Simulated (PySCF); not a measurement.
Task: What does the PBE0-D3(BJ)/def2-SVP structure of [TaCl6]-, `[Cl][Ta-]([Cl])([Cl])([Cl])([Cl])[Cl]` look like in three dimensions? (Charge -1 and singlet state.)

Result: 
```xyz
7
TaCl6 angstrom
Ta     0.0003    0.0001   -0.0003
Cl    -0.0143   -0.0046    2.3703
Cl     0.0242    0.0142   -2.3707
Cl     2.3708    0.0031    0.0168
Cl    -2.3703   -0.0129   -0.0207
Cl    -0.0124    2.3706    0.0112
Cl     0.0017   -2.3705   -0.0066
```

Any rigid rotation of these coordinates is as good. Atoms count from 1 in this order. All 6 Cl–Ta bonds measure 2.371 Å. Ta1 (tantalum bonded to 6 Cl) is octahedral (the three widest angles are 179.7°, 179.7° and 179.7°, the others run from 89.7° to 90.2°).

Bonds between heavy atoms (Å): Ta1–Cl2 2.371, Ta1–Cl3 2.371, Ta1–Cl4 2.371, Ta1–Cl5 2.371, Ta1–Cl6 2.371, Ta1–Cl7 2.371.

Method used: PySCF, PBE0-D3(BJ)/def2-SVP geometry optimisation, gas phase, def2 core potentials past Kr.

Point group: Oh (every atom within 0.08 Å of its image). Stationary, but not proved a minimum. The geometry's basis has no diffuse functions, a weakness for an anion.
